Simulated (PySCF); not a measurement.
**`N#C/C(C=O)=C/C=C\[O-]`, [C6H4NO2]-, charge -1**

Molfile (atoms numbered from 1):
```
C6H4NO2
     RDKit          3D

 13 12  0  0  0  0  0  0  0  0999 V2000
    2.6055    1.9060   -1.5021 N   0  0  0  0  0  0  0  0  0  0  0  0
    1.9776    1.1361   -0.9158 C   0  0  0  0  0  0  0  0  0  0  0  0
    1.1895    0.2154   -0.2130 C   0  0  0  0  0  0  0  0  0  0  0  0
    1.8362   -0.8257    0.5109 C   0  0  0  0  0  0  0  0  0  0  0  0
    3.0404   -1.0391    0.6100 O   0  0  0  0  0  0  0  0  0  0  0  0
   -0.2031    0.3891   -0.2740 C   0  0  0  0  0  0  0  0  0  0  0  0
   -1.1934   -0.3591    0.3137 C   0  0  0  0  0  0  0  0  0  0  0  0
   -2.5653   -0.0479    0.1531 C   0  0  0  0  0  0  0  0  0  0  0  0
   -3.0651    0.8725   -0.4882 O   0  0  0  0  0  0  0  0  0  0  0  0
    1.1290   -1.5059    1.0356 H   0  0  0  0  0  0  0  0  0  0  0  0
   -0.5514    1.2302   -0.8665 H   0  0  0  0  0  0  0  0  0  0  0  0
   -0.9575   -1.2191    0.9246 H   0  0  0  0  0  0  0  0  0  0  0  0
   -3.2467   -0.7520    0.6941 H   0  0  0  0  0  0  0  0  0  0  0  0
  1  2  3  0
  2  3  1  0
  3  4  1  0
  4  5  2  0
  3  6  2  0
  6  7  1  0
  7  8  2  0
  8  9  1  0
  4 10  1  0
  6 11  1  0
  7 12  1  0
  8 13  1  0
M  CHG  1   9  -1
M  END
```

Level of theory: PySCF, TDDFT PBE0/def2-SVPD excited states, vertical, gas phase. Geometry: GFN2-xTB.

For a gas-phase anion, states above the detachment energy (about 2.1 eV, taken as minus the energy of the highest occupied orbital) lie in the continuum and depend on the basis.

(1) Give the one- and two-photon strengths of the lowest singlets.

## Answers

(1) δ for parallel linear polarisation; σ at the peak of a Lorentzian of half width 0.1 eV, single beam; Ω is circular over linear.
```csv
state,E (eV),f,photon λ (nm),δ (au),σ (GM),Ω,main
S1,3.80,0.543,653,183,0.97,1.00,HOMO→LUMO 0.97
S2,3.83,0.000,648,0.63,0.00,1.50,HOMO−1→LUMO 0.91
S3,3.98,0.000,623,<0.1,0.00,–,"HOMO−2→LUMO 0.86, HOMO−2→LUMO+1 0.08"
S4,5.06,0.004,490,48.1,0.45,1.50,HOMO→LUMO+2 0.97
S5,5.18,0.185,479,719,7.07,0.96,HOMO→LUMO+1 0.95
```

Among these, the strongest one-photon state is S1, the strongest two-photon state S5.
